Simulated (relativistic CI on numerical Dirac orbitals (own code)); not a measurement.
# Hg XXIII: q coefficients and field-shift factors

These numbers are calculated, not measured: Dirac-Coulomb-Breit CI, orbitals from a KLI potential per configuration, derivatives by finite differences, unscaled Slater integrals, QED left out (own radial code, finite nucleus).

CI space (outside the closed core [Ar] 3d10 4s2): 4p⁶4d¹⁰4f¹², 4p⁶4d¹⁰4f¹¹5s, 4p⁶4d¹⁰4f¹⁰5s², 4p⁶4d¹⁰4f¹¹5p, 4p⁶4d⁹4f¹³, 4p⁶4d¹⁰4f¹¹5d, 4p⁶4d⁸4f¹⁴, 4p⁵4d¹⁰4f¹³. Levels of other configurations are missing.

With x = (α/α₀)² − 1 an excitation energy changes as ω = ω₀ + qx; K = 2q/ω₀ is the relative enhancement. Terms are leading LS components, so labels can repeat. The field-shift factor is F = δν/δ⟨r²⟩ for the transition from the lowest level.

Lowest level 4p⁶4d¹⁰4f¹² ³H6.

```tsv
Level	ω₀ (cm⁻¹)	q (cm⁻¹)	F (GHz/fm²)
4p⁶4d¹⁰4f¹² ³F4	10078	-1507	0.0604
4p⁶4d¹⁰4f¹² ³H5	32211	30730	2.02
4p⁶4d¹⁰4f¹² ³F2	37958	6783	0.86
4p⁶4d¹⁰4f¹² ³H4	42003	31900	2.22
4p⁶4d¹⁰4f¹² ³F3	45499	31070	2.22
4p⁶4d¹⁰4f¹² ³H4	72381	61920	4.19
4p⁶4d¹⁰4f¹² ³P2	74488	30790	2.62
4p⁶4d¹⁰4f¹² ³P0	85649	10480	1.87
4p⁶4d¹⁰4f¹² ¹I6	88543	27260	2.64
4p⁶4d¹⁰4f¹² ³P1	95688	31030	2.93
4p⁶4d¹⁰4f¹² ¹D2	107589	54740	4.29
4p⁶4d¹⁰4f¹² ¹S0	182713	50000	5.69
4p⁶4d¹⁰4f¹¹5s ⁵I°8	353464	-533900	942
```

At this charge transitions that keep the count of f electrons are usually good to a few per cent. Terms inside the open d or f shell come out 10 to 20 % too wide with unscaled integrals. Levels that differ in their count of f electrons can be misplaced by several ten thousand cm⁻¹, since the correlation energy of f electrons is missing or only estimated; rates across such gaps can be off by orders of magnitude.

Question: Which transition from the lowest level has the largest |K|?

Answer: 4p⁶4d¹⁰4f¹¹5s ⁵I°8 at 353464 cm⁻¹, K = -3.02.
